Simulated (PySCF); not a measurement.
## Working with the constants of LiZn

ROHF-CCSD(T) constants of LiZn, ²Σ⁺ (doublet), unpaired electrons σ ↑ (basis Li 6-31G(d,p), Zn 6-31G(d,p); no relativity; PySCF 2.14; masses 7.0160 and 63.9291 u):

* ωe: 273.6 cm⁻¹
* ωexe: 6.09 cm⁻¹
* Be: 0.38529 cm⁻¹
* αe: 0.00869 cm⁻¹
* D (centrifugal): 3.06e-06 cm⁻¹
* De to Li + Zn: 0.299 eV

Question: Give the vibrational terms G(v) and spacings up to v = 5.

Answer: G(v) = ωe(v+½) − ωexe(v+½)².

```
v  G(v) (cm⁻¹)  G(v) − G(v−1)  Bv (cm⁻¹)
0          135                    0.3809
1          397            261     0.3723
2          646            249     0.3636
3          883            237     0.3549
4         1108            225     0.3462
5         1321            213     0.3375
```

Question: How well does the Morse estimate ωe²/(4ωexe) reproduce De, and what is D0?

Answer: It gives 0.381 eV, 127 % of the computed De. D0 = De − G(0) = 0.299 − 0.017 = 0.282 eV.

Correlated steps freeze 5 core orbitals. The bond is weak. Basis-set superposition, not corrected here, can be much of De in a small basis, most of all at correlated wavefunction levels. The state was picked by a PBE0 search and need not be the measured ground state.
